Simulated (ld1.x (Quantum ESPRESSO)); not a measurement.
**Which change was made? (K, TM)**

* Element: K (Z = 19)
* Generator: ld1.x (Quantum ESPRESSO) 7.5
* Type: norm-conserving Troullier–Martins (Kleinman–Bylander form)
* Functional: LDA (PZ)
* Relativity: scalar-relativistic
* Frozen core: [Ne] 3s2
* Valence charge: 7
* Reference configuration: 3p6 4s1 4p0
* Partial waves: 4s (bound): rc 3.80 bohr; 3p (bound): rc 2.10 bohr; 3d channel at -0.1 Ry: rc 4.00 bohr
* Local potential: the d channel
* Core correction: Bessel-smoothed model core inside 1.05 bohr

Cutoffs, loose and tight: the cutoffs (Ry, on a coarse ladder) from which the occupation-weighted sum of valence levels, in a spherical-Bessel basis at the reference potential, stays within 10 and 1 mRy of its value at 400 Ry. They do not see the model core or the augmentation charge, which bear on the density cutoff. Test errors are all-electron minus pseudo excitation energies from the reference, over the configurations 3p6 4s0 4p0; 3p6 4s0.5 4p0; 3p6 4s0 4p1; 3p5 4s1 4p0 (two spin-polarised tests are not counted in the largest error); variants that change the core or the reference have their own tests. The largest error is taken over the tests solved by every variant that gives reliable tests at all, those not shown here included: 3p6 4s0 4p0; 3p6 4s0 4p1; 3p6 4s0.5 4p0.

The base gives: outcome: generated; cutoff, loose: 25 Ry; cutoff, tight: 40 Ry; bound ghosts: s; largest test error (meV): +402.

(1) After one change the result is: outcome: generated; cutoff, loose: 25 Ry; cutoff, tight: 40 Ry; bound ghosts: none; largest test error (meV): -27. Which change was it?
A. all radii but the core radius scaled by about 1.20 (s 4.56, p 2.52, d 4.80 bohr)
B. wave 3p (bound): rc 2.10 bohr becomes 3p (bound): rc 2.66 bohr
C. local potential all-electron potential smoothed inside 2.55 bohr (lloc = -2)
D. core [Ne], valence charge 9; reference 3s2 3p6 4s1 4p0; waves now 3s (bound): rc 1.70 bohr; 3p (bound): rc 2.15 bohr; 3d channel at -0.1 Ry: rc 2.20 bohr; core correction none

## Answers

(1) C. The others give: core [Ne], valence charge 9; reference 3s2 3p6 4s1 4p0; waves now 3s (bound): rc 1.70 bohr; 3p (bound): rc 2.15 bohr; 3d channel at -0.1 Ry: rc 2.20 bohr; core correction none → outcome: generated; cutoff, loose: 30 Ry; cutoff, tight: 55 Ry; bound ghosts: none; largest test error (meV): +118 | wave 3p (bound): rc 2.10 bohr becomes 3p (bound): rc 2.66 bohr → outcome: generated; cutoff, loose: 21 Ry; cutoff, tight: 35 Ry; bound ghosts: s; largest test error (meV): +324 | all radii but the core radius scaled by about 1.20 (s 4.56, p 2.52, d 4.80 bohr) → outcome: generated; cutoff, loose: 21 Ry; cutoff, tight: 35 Ry; bound ghosts: none; largest test error (meV): +391.
